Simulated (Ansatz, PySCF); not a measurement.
System: sum formula SiOF (charge 0, doublet). It need not be the lowest isomer of its formula. SMILES: O=[Si]F
Geometry from a B3LYP-D3(BJ)/def2-TZVP (Ansatz, an electronic-structure program) optimisation:
```
Si
O 1 1.5267
F 1 1.5949 2 126.23
```
Charge 0, spin multiplicity 2.

Wanted: vertical ionisation energy (to the singlet state of charge +1; each state is the SCF solution reached for its spin; for the singlet the Hartree-Fock reference is unstable and T1 is 0.026), in eV. Correlated levels leave the core frozen unless marked. Open shells are spin-unrestricted. No spin-orbit coupling. Non-relativistic. CBS marks a two-point X^-3 extrapolation of the correlation energy; Hartree-Fock from the larger set. The bracket is a focal-point correction in the basis named.

```
level                                                                      program  vertical ionisation energy (eV)
-------------------------------------------------------------------------  -------  -------------------------------
PBE/def2-TZVPD                                                              Ansatz                            10.81
r2SCAN/def2-TZVPD                                                           Ansatz                                ?
B3LYP/def2-TZVPD                                                            Ansatz                            11.08
PBE0/def2-TZVPD                                                             Ansatz                            11.11
M06-2X/def2-TZVPD                                                            PySCF                            11.20
CAM-B3LYP/def2-TZVPD                                                        Ansatz                                ?
wB97M-V/def2-TZVPD                                                          Ansatz                            10.95
wB97X-V/def2-TZVPD                                                          Ansatz                                ?
B2PLYP/def2-TZVPD                                                           Ansatz                                ?
SCS-MP2/aug-cc-pV(D+d)Z                                                     Ansatz                            10.55
SCS-MP2/aug-cc-pV(T+d)Z                                                     Ansatz                            10.58
CCSD/aug-cc-pV(D+d)Z                                                        Ansatz                            10.78
RI-MP2/CBS(aug-cc-pV(T+d)Z,aug-cc-pV(Q+d)Z)+[CCSD(T)-MP2]/aug-cc-pV(T+d)Z   Ansatz                            10.79
```

### Question
Fill in the missing entries.

### Answer

- r2SCAN/def2-TZVPD, vertical ionisation energy (eV): 11.04
- CAM-B3LYP/def2-TZVPD, vertical ionisation energy (eV): 11.23
- wB97X-V/def2-TZVPD, vertical ionisation energy (eV): 11.07
- B2PLYP/def2-TZVPD, vertical ionisation energy (eV): 10.82
